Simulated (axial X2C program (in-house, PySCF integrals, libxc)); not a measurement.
## VB⁺: from the spin-free to the two-component result

All values were computed with an axial X2C code built on PySCF integrals. Spin-free means the one-electron spin-free X2C Hamiltonian; two-component (2c) means X2C with spin–orbit coupling and atomic mean-field two-electron Coulomb and Gaunt terms, so the difference of the two also holds small scalar two-electron terms. Basis: V dyall-cv3z [10s10p6d4f2g], B dyall-v3z [7s6p2d1f] (cores contracted in-house); Gaussian nuclei, density fitting, unrestricted open shells. Masses: V 50.944 u, B 11.009 u.

Spin-free state: M_S = 5/2, Λ = 0 (beyond evenly filled blocks: σα, π+α, π-α, δ+α, δ-α); fragments V+ + B.

```
level  Re (Å)  ωe (cm⁻¹)  De (eV)  μ (D)
 PBE0   2.063      447.9    2.245  -1.91
  MP2   2.228      332.6    1.402    n/a
PBE50   2.174      407.8    1.718  -1.55
```

Correlated methods: 7 electrons correlated (number of frozen shells: V 3 s, 2 p; B 1 s), 259 virtual spin orbitals or spinors in MP2.

Dipoles are positive if B is the positive end and refer to the centre of mass.

Two-component determinant lowest at the distance of the search:

Ω = 5/2 (⟨Sz⟩ = 2.50, ⟨Lz⟩ = 0.00 at HF); fragments V+ + B.

| level | Re (Å) | ωe (cm⁻¹) | μ (D) |
| --- | --- | --- | --- |
| PBE0 | 2.063 | 447.3 | -1.91 |
| MP2 | 2.229 | 331.4 | n/a |
| PBE50 | 2.174 | 407.0 | -1.55 |

(1) From the two tables, how do the constants change at the MP2 level (2c against spin-free)?

One determinant describes the state; a PBE0 search over occupations chose it and may have missed a lower one. Dissociation energies refer to the lowest single-determinant-based atoms at the same level and basis. De is not given where an atomic determinant may have missed its ground term or J level, or where the truncated virtual space spoils (T). Density functionals use the spin component along the axis (collinear). PBE0 can misorder states that lie within some tenths of an eV, so this need not be the ground state of the molecule. The nearest other spin-free determinant of the search, M_S = 5/2, Λ = 2, lies 0.19 eV up at the distance of the search. Without a current term, density functionals place determinants with orbital angular momentum somewhat too high. With several unpaired electrons one determinant need not be a pure state. The outer-core s and p shells of the metal are frozen in the correlated rows, which leaves out core–valence correlation; for alkali and alkaline-earth bonds that tends to lengthen them. This is the top spin component of a Σ state; components of lower Ω are not single determinants and can lie lower.

## Answers

(1) At the MP2 level Re rises by 0.001 Å and ωe falls by 1.2 cm⁻¹.
